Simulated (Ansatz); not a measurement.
Molecule: C$_{6}$H$_{9}$N, charge 0, multiplicity 1. 
Structure (B3LYP-D3(BJ)/def2-TZVP (Ansatz, a first-principles code) minimum search):
```
N
H 1 1.0049
C 1 1.3774 2 124.59
C 3 1.3733 1 106.73 2 -180.00
C 1 1.3774 2 124.59 3 180.00
C 5 1.3733 1 106.73 2 180.00
H 4 1.0778 3 125.27 1 -180.00
H 6 1.0778 5 125.27 1 -180.00
C 3 1.4887 4 131.31 7 0.00
H 9 1.0892 3 109.76 4 0.00
H 9 1.0945 10 107.62 3 122.20
H 9 1.0945 10 107.62 11 115.60
C 5 1.4887 6 131.31 8 0.00
H 13 1.0892 5 109.76 6 0.00
H 13 1.0945 14 107.62 5 122.20
H 13 1.0945 14 107.62 15 115.60
```
Charge 0, spin multiplicity 1.

Total electronic energies in hartree. Valence correlation only, unless marked. No spin-orbit coupling. No relativistic terms. CBS marks a two-point X^-3 extrapolation of the correlation energy; Hartree-Fock from the larger set. The bracket is a focal-point correction in the basis named.

```
level                                                                 program  energy (Eh)
-------------------------------------------------------------  --------------  -----------
HF/aug-cc-pVQZ                                                         Ansatz   -287.00891
HF/cc-pVQZ                                                             Ansatz   -287.00796
RI-HF/cc-pVQZ                                                          Ansatz   -287.00778
SVWN5/def2-TZVPD                                                       Ansatz   -286.30834
BLYP/def2-TZVPD                                                        Ansatz   -288.77782
PBE0-D4/def2-TZVPD                                             Ansatz + dftd4   (withheld)
PBE0/def2-QZVPP                                                        Ansatz   -288.58629
r2SCAN0/def2-TZVPD                                                     Ansatz   -288.71191
HSE06-D4/def2-TZVPD                                            Ansatz + dftd4   (withheld)
CAM-B3LYP-D4/def2-TZVPD                                        Ansatz + dftd4   -288.76556
wB97X/def2-TZVPD                                                       Ansatz   -288.83597
MP2/STO-3G                                                             Ansatz   -283.78736
MP2/6-31G                                                              Ansatz   -287.41724
MP2/cc-pVDZ                                                            Ansatz   -287.89589
MP2/cc-pwCVTZ                                                          Ansatz   -288.20530
RI-MP2/aug-cc-pVTZ                                                     Ansatz   -288.20826
CCSD/CBS(cc-pVTZ,cc-pVQZ)                                              Ansatz    -288.3473
CCSD(T)/aug-cc-pVTZ                                                    Ansatz   -288.30307
CCSD(T)/cc-pVQZ                                                        Ansatz   -288.36691
CCSD(T) with core electrons/cc-pwCVTZ                                  Ansatz   -288.64085
RI-MP2/CBS(aug-cc-pVTZ,aug-cc-pVQZ)+[CCSD(T)-MP2]/aug-cc-pVTZ          Ansatz    -288.4318
RI-MP2/CBS(cc-pVTZ,cc-pVQZ)+[CCSD(T)-MP2]/cc-pVTZ                      Ansatz    -288.4302
CCSD(T)/CBS(cc-pVTZ,cc-pVQZ)                                           Ansatz    -288.4154
```

### Question
Fill in the missing entries.

### Answer

- PBE0-D4/def2-TZVPD, energy (Eh): -288.57991
- HSE06-D4/def2-TZVPD, energy (Eh): -288.56240
